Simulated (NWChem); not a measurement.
Species: CH₃FSSe; SMILES CS[Se]F

```xyz
7

Se     0.3712    -0.8175     0.1229
F     -1.2203    -1.5380    -0.2967
S      0.2117     1.2096    -0.6184
C     -0.6179     2.1401     0.7375
H     -1.6273     1.7567     0.8949
H     -0.6713     3.1812     0.4038
H     -0.0383     2.0804     1.6605
```
Atoms are numbered in this order, from 1.

Level: B3LYP/6-31G* (spherical d) (NWChem), optimised geometry, unscaled harmonic frequencies. This build's default masses of Se (78.918 u) and Br (79.917 u) are each other's, which moves their modes by up to 0.6 %.

```json
[
 {"frequency (cm⁻¹)": "116", "IR intensity (km/mol)": "2.9"},
 {"frequency (cm⁻¹)": "128", "IR intensity (km/mol)": "0.3"},
 {"frequency (cm⁻¹)": "197", "IR intensity (km/mol)": "3.1"},
 {"frequency (cm⁻¹)": "224", "IR intensity (km/mol)": "1.2"},
 {"frequency (cm⁻¹)": "416", "IR intensity (km/mol)": "9.6"},
 {"frequency (cm⁻¹)": "630", "IR intensity (km/mol)": "72.4"},
 {"frequency (cm⁻¹)": "676", "IR intensity (km/mol)": "0.4"},
 {"frequency (cm⁻¹)": "987", "IR intensity (km/mol)": "3.9"},
 {"frequency (cm⁻¹)": "990", "IR intensity (km/mol)": "7.4"},
 {"frequency (cm⁻¹)": "1379", "IR intensity (km/mol)": "6.5"},
 {"frequency (cm⁻¹)": "1491", "IR intensity (km/mol)": "9.1"},
 {"frequency (cm⁻¹)": "1504", "IR intensity (km/mol)": "9.1"},
 {"frequency (cm⁻¹)": "3073", "IR intensity (km/mol)": "12.5"},
 {"frequency (cm⁻¹)": "3162", "IR intensity (km/mol)": "2.7"},
 {"frequency (cm⁻¹)": "3184", "IR intensity (km/mol)": "3.6"}
]
```

```
Quantity                                                                            Value
-----------------------------------------------------------------------  ----------------
zero-point energy                                                           25.9 kcal/mol
thermal correction to the enthalpy at 298.15 K (with zero-point energy)     30.3 kcal/mol
heat capacity Cv                                                         17.8 cal/(mol K)
entropy at 298.15 K and 1 atm (symmetry number 1)                        79.8 cal/(mol K)
dipole moment                                                                      2.63 D
```

Rigid rotor and harmonic oscillator.
